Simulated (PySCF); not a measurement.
C₄, neutral, multiplicity 1. Atoms are numbered in the order given.

```xyz
4

C      0.0000     0.7466     0.0000
C      0.0000    -0.7466     0.0000
C      0.0000     0.0000    -1.2332
C      0.0000     0.0000     1.2332
```
Charge 0, spin multiplicity 1.

Coordinates come from a B3LYP-D3(BJ)/def2-TZVP optimisation.

Calculation: PBE/pcSseg-2 (PySCF).

GIAO shieldings, no solvent; atoms alike by connectivity are averaged. δ = σ(ref) − σ: ¹³C against TMS (σ = 181.4 ppm), references at their B3LYP-D3(BJ)/def2-TZVP geometries, non-relativistic.

```json
[
 {"nucleus": "¹³C", "atoms": "C3, C4", "count": "2", "δ (ppm)": "414.7"},
 {"nucleus": "¹³C", "atoms": "C1, C2", "count": "2", "δ (ppm)": "297.3"}
]
```
